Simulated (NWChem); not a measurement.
System: CH₄FInO; SMILES C[O][InH][F]

Here is an NWChem input.

```
start job
memory heap 200 mb stack 900 mb global 1100 mb
geometry units angstroms noautoz
  In    -0.356628    -0.477281     0.000000
  H     -1.563316    -1.663384     0.000000
  F      1.566450    -0.882869     0.000000
  O     -0.523612     1.496970     0.000000
  C      0.589829     2.348068     0.000000
  H      1.556861     1.812600     0.000000
  H      0.571264     3.004131    -0.890236
  H      0.571264     3.004131     0.890236
end
basis spherical
  In library def2-svp
  H library def2-svp
  F library def2-svp
  O library def2-svp
  C library def2-svp
end
ecp
  In library def2-ecp
end
dft
  xc m06-l
  grid xcoarse
  iterations 150
  mulliken
end
task dft gradient
```

NWChem printed, in part:

```
             Northwest Computational Chemistry Package (NWChem) 7.3.0
             --------------------------------------------------------

 CS  symmetry detected

                             Geometry "geometry" -> ""
                             -------------------------

 Output coordinates in angstroms (scale by  1.889725989 to convert to a.u.)

  No.       Tag          Charge          X              Y              Z
 ---- ---------------- ---------- -------------- -------------- --------------
    1 In                  49.0000    -0.28949312    -0.50675097     0.00000000
    2 H                    1.0000    -1.42485094    -1.76130224     0.00000000
    3 F                    9.0000     1.65398956    -0.79933547     0.00000000
    4 O                    8.0000    -0.57149192     1.45437813     0.00000000
    5 C                    6.0000     0.49034295     2.36905040     0.00000000
    6 H                    1.0000     1.48699668     1.89097278     0.00000000
    7 H                    1.0000     0.43349437     3.02290938    -0.89023600
    8 H                    1.0000     0.43349437     3.02290938     0.89023600

 Effective nuclear repulsion energy (a.u.)     375.7206440992

      Symmetry information
      --------------------

 Group name             Cs
 Group number              2
 Group order               2
 No. of unique centers     7

                                 NWChem DFT Module
                                 -----------------

 Summary of "ao basis" -> "ao basis" (spherical)
 ------------------------------------------------------------------------------
       Tag                 Description            Shells   Functions and Types
 ---------------- ------------------------------  ------  ---------------------
 In                         def2-svp                10       26   4s4p2d
 H                          def2-svp                 3        5   2s1p
 F                          def2-svp                 6       14   3s2p1d
 O                          def2-svp                 6       14   3s2p1d
 C                          def2-svp                 6       14   3s2p1d

      Symmetry analysis of basis
      --------------------------

        a'         61
        a"         27

            General Information
            -------------------
          SCF calculation type: DFT
          Wavefunction type:  closed shell.
          No. of atoms     :     8
          No. of electrons :    48
           Alpha electrons :    24
            Beta electrons :    24
          Charge           :     0
          Spin multiplicity:     1
          Use of symmetry is: on ; symmetry adaption is: on
          Maximum number of iterations: 150
          AO basis - number of functions:    88
                     number of shells:    40
          Convergence on energy requested:  1.00D-06
          Convergence on density requested:  1.00D-05
          Convergence on gradient requested:  5.00D-04

              XC Information
              --------------
                        M06-L Method XC Functional
                         M06-L Exchange Functional  1.000
                       M06-L Correlation Potential  1.000

             Grid Information
             ----------------
          Grid used for XC integration:  xcoarse
          Radial quadrature: Mura-Knowles
          Angular quadrature: Lebedev.
          Tag              B.-S. Rad. Rad. Pts. Rad. Cut. Ang. Pts.
          ---              ---------- --------- --------- ---------
          In                  1.55       84          10.0       194
          H                   0.35       21          12.0       194
          F                   0.50       21          10.0       194
          O                   0.60       21           9.0       194
          C                   0.70       21          11.0       194
          Grid pruning is: on
          Number of quadrature shells:   210
          Spatial weights used:  Erf1

      Superposition of Atomic Density Guess
      -------------------------------------

 Sum of atomic energies:        -431.65589370

      Non-variational initial energy
      ------------------------------

 Total energy =    -403.599867
 1-e energy   =   -1020.588668
 2-e energy   =     420.489332
 HOMO         =      -0.371018
 LUMO         =      -0.043640

      Symmetry analysis of molecular orbitals - initial
      -------------------------------------------------

  Numbering of irreducible representations:

     1 a'          2 a"

  Orbital symmetries:

     1 a'          2 a'          3 a'          4 a'          5 a'
     6 a'          7 a"          8 a'          9 a'         10 a'
    11 a'         12 a'         13 a"         14 a"         15 a'
    16 a'         17 a'         18 a"         19 a'         20 a"
    21 a'         22 a'         23 a'         24 a"         25 a'
    26 a"         27 a'         28 a'         29 a'         30 a'
    31 a"         32 a'         33 a"         34 a'

     ---------------------------------------------
      Total Density - Mulliken Population Analysis
     ---------------------------------------------

    Atom       Charge   Shell Charges
 -----------   ------   -------------------------------------------------------
    1 In  21    19.56   2.60 -0.60  0.68  0.35  3.24  2.76  0.40  0.10  9.71  0.33
    2 H    1     0.98   0.56  0.41  0.01
    3 F    9     9.79   1.99  1.16  0.81  3.58  2.24  0.00
    4 O    8     9.00   1.99  1.11  0.73  3.08  2.08  0.01
    5 C    6     5.88   1.99  0.92  0.22  1.85  0.86  0.05
    6 H    1     0.93   0.69  0.22  0.02
    7 H    1     0.93   0.69  0.22  0.02
    8 H    1     0.93   0.69  0.22  0.02

   convergence    iter        energy       DeltaE   RMS-Dens  Diis-err
 ---------------- ----- ----------------- --------- --------- ---------
 d= 0,ls=0.0,diis     1   -405.5286865699 -6.02D+02  3.38D-02  1.07D+00
 d= 0,ls=0.0,diis     2   -404.4336933506  1.09D+00  2.53D-02  1.08D+01
 d= 0,ls=0.0,diis     3   -405.6708764074 -1.24D+00  3.73D-03  3.62D-02
 d= 0,ls=0.0,diis     4   -405.6653893842  5.49D-03  2.55D-03  7.26D-02
 d= 0,ls=0.0,diis     5   -405.6695859590 -4.20D-03  1.11D-03  1.08D-02
  Resetting Diis
 d= 0,ls=0.0,diis     6   -405.6713230289 -1.74D-03  7.47D-04  1.07D-03
 d= 0,ls=0.0,diis     7   -405.6716755448 -3.53D-04  8.19D-04  4.67D-04
 d= 0,ls=0.0,diis     8   -405.6716588443  1.67D-05  3.18D-04  1.48D-03
 d= 0,ls=0.0,diis     9   -405.6717996189 -1.41D-04  9.87D-05  8.64D-05
 d= 0,ls=0.0,diis    10   -405.6718074808 -7.86D-06  3.42D-05  1.41D-05
 d= 0,ls=0.0,diis    11   -405.6718090887 -1.61D-06  1.05D-05  1.19D-06
 d= 0,ls=0.0,diis    12   -405.6718091757 -8.70D-08  3.49D-06  3.14D-07

         Total DFT energy =     -405.671809175695
      One electron energy =    -1023.822012007060
           Coulomb energy =      464.550948907219
    Exchange-Corr. energy =      -42.900215982440
 Nuclear repulsion energy =      196.499469906587

 Numeric. integr. density =       47.997089636058

                  Occupations of the irreducible representations
                  ----------------------------------------------

                     irrep           alpha         beta
                     --------     --------     --------
                     a'               18.0         18.0
                     a"                6.0          6.0

                       DFT Final Molecular Orbital Analysis
                       ------------------------------------

 Vector   22  Occ=2.000000D+00  E=-2.906041D-01  Symmetry=a'
              MO Center=  1.4D+00, -7.5D-01, -4.6D-14, r^2= 1.4D+00
   Bfn.  Coefficient  Atom+Function         Bfn.  Coefficient  Atom+Function
  ----- ------------  ---------------      ----- ------------  ---------------
    36      0.593482  3 F  py                39     -0.432894  3 F  py
    35      0.177389  3 F  px                17      0.146132  1 In d -2
    38     -0.125771  3 F  px                28     -0.122388  2 H  s
    27     -0.105628  2 H  s                  3     -0.092973  1 In s
    63      0.081476  5 C  px                48      0.069307  4 O  s

 Vector   23  Occ=2.000000D+00  E=-2.424208D-01  Symmetry=a'
              MO Center= -9.8D-02,  1.5D+00,  3.6D-12, r^2= 2.3D+00
   Bfn.  Coefficient  Atom+Function         Bfn.  Coefficient  Atom+Function
  ----- ------------  ---------------      ----- ------------  ---------------
    49      0.397699  4 O  px                52      0.321744  4 O  px
    50     -0.316665  4 O  py                74     -0.251323  6 H  s
    53     -0.236115  4 O  py                 3      0.174097  1 In s
    75     -0.166068  6 H  s                 63     -0.162434  5 C  px
    12      0.154346  1 In py                35     -0.132330  3 F  px

 Vector   24  Occ=2.000000D+00  E=-2.288668D-01  Symmetry=a"
              MO Center= -2.7D-01,  1.7D+00, -3.6D-12, r^2= 1.8D+00
   Bfn.  Coefficient  Atom+Function         Bfn.  Coefficient  Atom+Function
  ----- ------------  ---------------      ----- ------------  ---------------
    51      0.538923  4 O  pz                54      0.431753  4 O  pz
    79      0.214827  7 H  s                 84     -0.214827  8 H  s
    65     -0.181335  5 C  pz                13      0.148730  1 In pz
    80      0.132687  7 H  s                 85     -0.132687  8 H  s
    18     -0.088565  1 In d -1              37      0.082608  3 F  pz

 Vector   25  Occ=0.000000D+00  E=-6.694001D-02  Symmetry=a'
              MO Center= -3.4D-01, -5.2D-01,  5.5D-13, r^2= 3.8D+00
   Bfn.  Coefficient  Atom+Function         Bfn.  Coefficient  Atom+Function
  ----- ------------  ---------------      ----- ------------  ---------------
     4      0.741330  1 In s                  3      0.631563  1 In s
    28     -0.579245  2 H  s                  1     -0.353664  1 In s
    27     -0.288922  2 H  s                 48     -0.274758  4 O  s
    35     -0.204822  3 F  px                50      0.204372  4 O  py
    53      0.202342  4 O  py                19     -0.182475  1 In d  0

 Vector   26  Occ=0.000000D+00  E=-6.008301D-02  Symmetry=a"
              MO Center= -3.4D-01, -5.1D-01, -5.5D-13, r^2= 4.0D+00
   Bfn.  Coefficient  Atom+Function         Bfn.  Coefficient  Atom+Function
  ----- ------------  ---------------      ----- ------------  ---------------
    13      0.640529  1 In pz                16      0.487120  1 In pz
    51     -0.189754  4 O  pz                54     -0.174963  4 O  pz
    10     -0.160879  1 In pz                37      0.155935  3 F  pz
     7     -0.148577  1 In pz                40     -0.139233  3 F  pz
    25      0.058574  1 In d  1              23     -0.056613  1 In d -1

 Vector   27  Occ=0.000000D+00  E= 1.670096D-02  Symmetry=a'
              MO Center= -5.4D-01, -6.6D-01,  4.5D-14, r^2= 5.5D+00
   Bfn.  Coefficient  Atom+Function         Bfn.  Coefficient  Atom+Function
  ----- ------------  ---------------      ----- ------------  ---------------
    14      0.628570  1 In px                15     -0.537387  1 In py
    11      0.302638  1 In px                48      0.284201  4 O  s
    34     -0.213275  3 F  s                 12     -0.209190  1 In py
    26     -0.183701  1 In d  2              21      0.164554  1 In d  2
    47      0.129838  4 O  s                 35     -0.119386  3 F  px

     ---------------------------------------------
      Total Density - Mulliken Population Analysis
     ---------------------------------------------

    Atom       Charge   Shell Charges
 -----------   ------   -------------------------------------------------------
    1 In  21    20.02   2.60 -0.60  0.86  0.12  3.24  2.77  0.80  0.10  9.67  0.46
    2 H    1     1.12   0.67  0.44  0.01
    3 F    9     9.48   1.99  1.15  0.82  3.29  2.23  0.00
    4 O    8     8.63   1.99  1.10  0.77  2.80  1.96  0.01
    5 C    6     5.86   1.99  0.91  0.18  2.03  0.70  0.05
    6 H    1     0.96   0.77  0.17  0.02
    7 H    1     0.96   0.77  0.17  0.02
    8 H    1     0.96   0.77  0.17  0.02

     -------------------------------------------
      Total Density - Lowdin Population Analysis
     -------------------------------------------

    Atom       Charge   Shell Charges
 -----------   ------   -------------------------------------------------------
    1 In  21    20.33   1.38  0.54  0.64  0.35  3.03  2.84  0.91  0.32  9.40  0.92
    2 H    1     1.10   0.59  0.48  0.03
    3 F    9     9.34   1.98  1.05  0.80  3.18  2.33  0.00
    4 O    8     8.33   1.97  0.94  0.62  2.68  2.09  0.02
    5 C    6     5.93   1.96  0.58  0.31  1.81  1.13  0.13
    6 H    1     0.99   0.66  0.26  0.07
    7 H    1     0.99   0.67  0.26  0.06
    8 H    1     0.99   0.67  0.26  0.06

     Multipole analysis of the density
     ---------------------------------

     L   x y z        total         alpha         beta         nuclear
     -   - - -        -----         -----         ----         -------
     0   0 0 0     -0.000000    -24.000000    -24.000000     48.000000

     1   1 0 0     -0.680190     -7.998972     -7.998972     15.317755
     1   0 1 0     -0.280276    -13.546825    -13.546825     26.813373
     1   0 0 1     -0.000000     -0.000000     -0.000000      0.000000

     2   2 0 0    -34.066599    -79.622808    -79.622808    125.179018
     2   1 1 0      3.714392      2.848633      2.848633     -1.982875
     2   1 0 1     -0.000000     -0.000000     -0.000000      0.000000
     2   0 2 0    -30.163726   -169.875382   -169.875382    309.587038
     2   0 1 1     -0.000000     -0.000000     -0.000000      0.000000
     2   0 0 2    -27.285180    -16.472731    -16.472731      5.660281

            General Information
            -------------------
          SCF calculation type: DFT
          Wavefunction type:  closed shell.
          No. of atoms     :     8
          No. of electrons :    48
           Alpha electrons :    24
            Beta electrons :    24
          Charge           :     0
          Spin multiplicity:     1
          Use of symmetry is: on ; symmetry adaption is: on
          Maximum number of iterations: 150
          AO basis - number of functions:    88
                     number of shells:    40
          Convergence on energy requested:  1.00D-06
          Convergence on density requested:  1.00D-05
          Convergence on gradient requested:  5.00D-04

              XC Information
              --------------
                        M06-L Method XC Functional
                         M06-L Exchange Functional  1.000
                       M06-L Correlation Potential  1.000

[...]

                         DFT ENERGY GRADIENTS

    atom               coordinates                        gradient
                 x          y          z           x          y          z
   1 In     -0.547063  -0.957620   0.000000    0.009805  -0.009725   0.000000
   2 H      -2.692578  -3.328379   0.000000    0.007258   0.007688   0.000000
   3 F       3.125587  -1.510525   0.000000   -0.016410   0.002869   0.000000
   4 O      -1.079963   2.748376   0.000000   -0.000634  -0.001050   0.000000
   5 C       0.926614   4.476856   0.000000    0.005089   0.004673   0.000000
   6 H       2.810016   3.573420   0.000000   -0.003661  -0.000770   0.000000
   7 H       0.819186   5.712470  -1.682302   -0.000723  -0.001842   0.001761
   8 H       0.819186   5.712470   1.682302   -0.000723  -0.001842  -0.001761
```

Level: M06-L/def2-SVP with def2 effective core potentials on In. Geometry: optimised at PBE0/def2-SVP. def2 effective core potentials on In; no spin-orbit coupling.
